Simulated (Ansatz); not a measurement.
All values below come from r2SCAN-D4/def2-TZVP in Ansatz (an electronic-structure program). No frequencies were computed at this level.

Ansatz 0.2 input:
```yaml
crystal:
  periodic: [false, false, false]
  atoms:
    - { symbol: S, position_ang: [1.458313, 0.819394, -0.175791] }
    - { symbol: Al, position_ang: [0.088456, -0.866244, -0.679018] }
    - { symbol: S, position_ang: [-2.104734, -0.648655, -0.400602] }
    - { symbol: H, position_ang: [2.530197, 0.104661, -0.498436] }
    - { symbol: H, position_ang: [-1.972239, 0.590841, 0.060563] }
basis:
  gaussian: { orbitals: def2-tzvp }
hamiltonian:
  xc: r2scan
  dispersion: d4
relax:
  max_steps: 150
magnetization:
  spin_polarized: true
  initial_magnetization: 1
```

Output:

```
Functional definition: r2SCAN
869 factors; their error is unknown
mean field evaluation 1: about -28298.3684 eV, gradient 1.8e1 eV
mean field evaluation 2: about -28296.5557 eV, gradient 2.6e1 eV
mean field evaluation 4: about -28300.4113 eV, gradient 1.1e0 eV
mean field evaluation 8: about -28300.4137 eV, gradient 3.7e-2 eV
mean field evaluation 16: about -28300.4024 eV, gradient 1.4e-4 eV
mean field -28300.40236527 eV, -1040.0206042219 hartree, gradient 3.4e-5 eV, S^2 0.753817; 0 other end points of the search recorded, 0 dependent functions left out
reference -28300.40237863 eV, -1040.0206047129 hartree; 24, 23 occupied and 99, 100 virtual orbitals, 869 factors
relax step   1: F+E_penalty+E_count = -28300.43045824 eV  Δ(F+E_penalty+E_count) = +0.000e0 eV  max|allowed force component| = 6.162e-1 eV/Å  Δτ_max = 0.0000 Å  (34 SCF iters, accepted)
these checks for a lower state are left out or cut short: starts, cluster_reference, orbital_swaps, neighbouring_geometries, increment
869 factors; their error is unknown
mean field -28300.42055957 eV, -1040.0212728503 hartree, gradient 1.5e-5 eV, S^2 0.753729; 0 other end points of the search recorded, 0 dependent functions left out
reference -28300.42057294 eV, -1040.0212733417 hartree; 24, 23 occupied and 99, 100 virtual orbitals, 869 factors
relax step   2: F+E_penalty+E_count = -28300.44883281 eV  Δ(F+E_penalty+E_count) = -1.837e-2 eV  max|allowed force component| = 1.874e-1 eV/Å  Δτ_max = 0.0519 Å  (36 SCF iters, accepted)
these checks for a lower state are left out or cut short: starts, cluster_reference, orbital_swaps, neighbouring_geometries, increment
869 factors; their error is unknown
mean field evaluation 32: about -28300.4236 eV, gradient 2.6e-5 eV
mean field -28300.42355710 eV, -1040.0213830073 hartree, gradient 2.6e-5 eV, S^2 0.753664; 0 other end points of the search recorded, 0 dependent functions left out
reference -28300.42357042 eV, -1040.0213834969 hartree; 24, 23 occupied and 99, 100 virtual orbitals, 869 factors
relax step   3: F+E_penalty+E_count = -28300.45195003 eV  Δ(F+E_penalty+E_count) = -3.117e-3 eV  max|allowed force component| = 1.103e-1 eV/Å  Δτ_max = 0.0798 Å  (35 SCF iters, accepted)
these checks for a lower state are left out or cut short: starts, cluster_reference, orbital_swaps, neighbouring_geometries, increment
869 factors; their error is unknown
mean field -28300.42450164 eV, -1040.0214177187 hartree, gradient 1.5e-5 eV, S^2 0.753675; 0 other end points of the search recorded, 0 dependent functions left out
reference -28300.42451498 eV, -1040.0214182088 hartree; 24, 23 occupied and 99, 100 virtual orbitals, 869 factors
relax step   4: F+E_penalty+E_count = -28300.45289993 eV  Δ(F+E_penalty+E_count) = -9.499e-4 eV  max|allowed force component| = 1.768e-2 eV/Å  Δτ_max = 0.0144 Å  (37 SCF iters, accepted)
these checks for a lower state are left out or cut short: starts, cluster_reference, orbital_swaps, neighbouring_geometries, increment
869 factors; their error is unknown
mean field -28300.42455185 eV, -1040.0214195639 hartree, gradient 2.1e-5 eV, S^2 0.753680; 0 other end points of the search recorded, 0 dependent functions left out
reference -28300.42456519 eV, -1040.0214200539 hartree; 24, 23 occupied and 99, 100 virtual orbitals, 869 factors
relax step   5: F+E_penalty+E_count = -28300.45294565 eV  Δ(F+E_penalty+E_count) = -4.573e-5 eV  max|allowed force component| = 1.202e-3 eV/Å  Δτ_max = 0.0038 Å  (29 SCF iters, accepted)
869 factors; their error is unknown
mean field evaluation 64: about -28300.4246 eV, gradient 2.5e-5 eV
mean field -28300.42455185 eV, -1040.0214195639 hartree, gradient 2.1e-5 eV, S^2 0.753680; 1 other end points of the search recorded, 0 dependent functions left out
reference -28300.42456519 eV, -1040.0214200539 hartree; 24, 23 occupied and 99, 100 virtual orbitals, 869 factors
Total energy: -28300.45295899 eV, -1040.0224635068 hartree
Atom 0 at     1.374693     0.783120    -0.163755 Å, force    -0.000529    -0.001202    -0.000268 eV/Å
Atom 1 at     0.088110    -0.926263    -0.693458 Å, force     0.000129     0.000884     0.000379 eV/Å
Atom 2 at    -2.074880    -0.631510    -0.397414 Å, force     0.000409     0.000489     0.000140 eV/Å
Atom 3 at     2.512915     0.150449    -0.497382 Å, force     0.001058     0.000219    -0.000137 eV/Å
Atom 4 at    -1.900846     0.624201     0.058726 Å, force    -0.001068    -0.000389    -0.000114 eV/Å
Dipole moment:     0.235981    -0.110001    -0.061242 e Å
```

Cost: around 40 core-seconds (rough).
